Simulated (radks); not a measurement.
Rh, configuration [Kr] 4d8 7s1 (not the ground configuration). All-electron calculation, Dirac Kohn-Sham, PBE, spin-unpolarised, spherical densities, finite nucleus; open shells fill j = l - 1/2 first; Fermi nuclear charge, rms radius 4.4945 fm. Program: a radial shooting solver on a logarithmic mesh with Libxc functionals.

X-ray form factor f0, the Fourier transform of the density (f0(0) = 45):

sin(theta)/lambda (1/angstrom)  f0 (electrons)
0.05                                    43.356
0.1                                     41.509
0.15                                    38.989
0.2                                     36.153
0.25                                    33.338
0.3                                     30.731
0.4                                     26.396
0.5                                     23.185
0.6                                     20.804
0.8                                     17.317
1                                       14.435
1.25                                    11.298
1.5                                      8.901
2                                        6.279
